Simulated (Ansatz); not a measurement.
Reaction (cleavage of the Si–Si bond): `C[SiH2][SiH](O)F` + `[NH2][GeH2][OH]` → `[OH][GeH2][NH][SiH](O)F` + `C[SiH3]`

Program: Ansatz. Geometries: PBE0-D4/def2-TZVP. ΔE: electronic, gas phase. CCSD(T)/CBS is the MP2 limit (def2-TZVPP, def2-QZVPP) plus CCSD(T) − MP2 in def2-TZVPP, frozen cores. This one scheme is used for every species. Functionals use def2-TZVPP. B3LYP here is the variant with VWN-RPA as its local correlation; programs differ in this. For Ge outer-core shells are correlated without core-valence functions, which leaves a few kJ/mol of doubt a bond. Scalar relativity is left out up to krypton. Each species was taken in one conformer, which may not be the lowest.

| level | ΔE (kcal/mol) | difference from CCSD(T)/CBS |
| --- | --- | --- |
| PBE-D4 | -22.8 | 5.0 |
| PBE0-D4 | -24.7 | 3.1 |
| B3LYP-D4 | -27.1 | 0.7 |
| B2PLYP | -27.7 | 0.1 |
| PBE | -22.0 | 5.8 |
| r2SCAN | -26.8 | 1.0 |
| PBE0 | -24.0 | 3.8 |
| B3LYP | -25.8 | 2.0 |
| SCS-MP2/def2-TZVPP | -29.6 | -1.8 |
| CCSD/def2-TZVPP | -28.6 | -0.8 |
| CCSD(T)/def2-TZVPP | -28.6 | -0.8 |
| MP2/def2-QZVPP | -29.6 | -1.8 |
| SCS-MP2/def2-QZVPP | -29.2 | -1.4 |
| HF/CBS(def2) | -29.5 | -1.7 |
| MP2/CBS(def2) | -29.2 | -1.4 |
| CCSD/CBS(def2) | -27.8 | 0.0 |
| CCSD(T)/CBS | -27.8 | 0 |

Largest T1 diagnostic among the species: 0.012.

The D4 term adds −1.3 kcal/mol with B3LYP and −0.6 kcal/mol with PBE0; it sums over pairs of atoms, weighted by their polarisabilities, and B3LYP, whose exchange is more repulsive, gets the larger term. From PBE to PBE0 (25 % exact exchange), in def2-TZVPP and without D4, ΔE moves by −2.0 kcal/mol.
